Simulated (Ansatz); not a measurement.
Pt3H2⁺. Total charge 1; quartet. Geometry PBE0-D4/def2-TZVP; atoms count from 1.

| atom | x (Å) | y (Å) | z (Å) |
| --- | --- | --- | --- |
| Pt1 | -0.0926 | -0.1688 | 1.5092 |
| Pt2 | 0.9155 | -0.1322 | -0.8812 |
| Pt3 | -1.4125 | 0.5902 | -0.5159 |
| H4 | 1.2774 | 1.2652 | -1.4352 |
| H5 | -0.6878 | -1.5544 | 1.3231 |

In the def2 sets Pt takes a core potential; there is no spin–orbit coupling. At PBE0-D4/def2-TZVP a doublet of charge 1 lies 0.73 eV below the quartet, each at its own geometry. The structure comes from a short search, and lower isomers may exist.

(1) Estimate the Mulliken populations from the PBE0/def2-TZVP orbitals of Ansatz.

(2) Where does the spin sit?

(3) And the Mayer bond orders between heavy atoms (over 0.3)?

## Answers

(1) 
```tsv
atom	charge (e)	spin (α − β)	d electrons
Pt1	0.19	0.70	8.79
Pt2	0.21	1.01	8.69
Pt3	0.42	1.11	8.70
H4	0.07	0.13	–
H5	0.10	0.05	–
```
Mulliken values depend strongly on the basis.

(2) Summed by element: Pt 2.82, H 0.18, of 3 unpaired in all. Largest on single atoms: Pt3 1.11, Pt2 1.01, Pt1 0.70.

(3) Pt1–Pt2 0.74 (2.59 Å); Pt1–Pt3 0.89 (2.53 Å); Pt2–Pt3 1.13 (2.46 Å).
